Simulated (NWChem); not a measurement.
System: CHCl2FOSi; SMILES O=C[Si](F)(Cl)Cl

NWChem input:

```
start job
memory heap 200 mb stack 900 mb global 1100 mb
geometry units angstroms noautosym nocenter noautoz
  O     -0.597464     2.526093    -0.285554
  C      0.127718     1.826544     0.368095
  Si    -0.013611    -0.087964     0.342063
  F     -0.245260    -0.606767     1.850877
  Cl    -1.569891    -0.682212    -0.816252
  Cl     1.754584    -0.868380    -0.315895
  H      0.935391     2.268478     1.014447
end
basis spherical
  O library 6-31g*
  C library 6-31g*
  Si library 6-31g*
  F library 6-31g*
  Cl library 6-31g*
  H library 6-31g*
end
dft
  xc hfexch
  iterations 150
end
property
  efieldgrad
end
task dft property
```

Structure relaxed at the PBE0/def2-SVP level.

Vzz is the largest principal value of the second derivative of the potential at the nucleus (NWChem prints the opposite sign); η is the asymmetry. Non-relativistic.

Atoms are numbered as in the input.

### Question
What results follow from this input? (Hartree-Fock/6-31G* (spherical d).) Quantities: Vzz O1 (a.u.); η O1; Vzz Cl5 (a.u.); η Cl5; Vzz Cl6 (a.u.); η Cl6.

### Answer
Vzz O1 (a.u.): -2.278
η O1: 0.64
Vzz Cl5 (a.u.): 2.193
η Cl5: 0.03
Vzz Cl6 (a.u.): 2.092
η Cl6: 0.02
